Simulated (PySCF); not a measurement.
Be(OH)(NH2) (BeH₃NO), SMILES [NH2][Be][OH]. Atoms are numbered in the order given.

```xyz
6

Be     0.0589    -0.0081     0.0000
O      1.4859    -0.0945     0.0000
H      2.0871     0.6447     0.0000
N     -1.4507     0.0178     0.0000
H     -2.0275     0.0097    -0.8239
H     -2.0275     0.0097     0.8239
```

Geometry optimised at PBE0-D3(BJ)/def2-TZVP. The values are those of a single conformer.

Method: B3LYP/pcJ-1 in PySCF.

Isotropic couplings with Fermi-contact, spin-dipole and both spin-orbit terms, one fixed conformer, no vibrational averaging. Isotopes: 14N, 1H.

Computed spin–spin coupling constants:
```csv
pair,bonds apart,J (Hz)
N4–H5,1,56.1
N4–H6,1,56.1
H5–H6,2,-9.5
H3–H5,4,-0.6
H3–H6,4,-0.6
```
